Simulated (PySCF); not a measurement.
CH5BrGe, SMILES [GeH3][CH2]Br, PBE0/def2-SVP optimised geometry.

```
8

Ge     1.08    -0.17     0.00
C     -0.88    -0.17     0.00
Br    -1.58     1.64     0.00
H      1.58     0.55     1.26
H      1.58     0.54    -1.26
H      1.57    -1.64     0.00
H     -1.28    -0.67    -0.89
H     -1.28    -0.67     0.89
```

Density from PBE0/def2-TZVP in PySCF at that geometry.

Minimum of the electron density along straight lines between bonded atoms, close to the bond critical point (lines longer than 1.1 times the sum of covalent radii, or with two minima, are not listed):

| bond | length / Å | ρ at the minimum / e bohr⁻³ | ∇²ρ there / e bohr⁻⁵ | position (fraction from the first atom) |
|---|---|---|---|---|
| Ge1–C2 | 1.965 | 0.125 | 0.12 | 0.47 |
| C2–Br3 | 1.942 | 0.150 | -0.15 | 0.44 |
| Ge1–H4 | 1.536 | 0.134 | 0.05 | 0.59 |
| Ge1–H5 | 1.536 | 0.134 | 0.05 | 0.59 |
| Ge1–H6 | 1.543 | 0.132 | 0.06 | 0.59 |
| C2–H7 | 1.098 | 0.276 | -0.94 | 0.65 |
| C2–H8 | 1.098 | 0.276 | -0.94 | 0.65 |
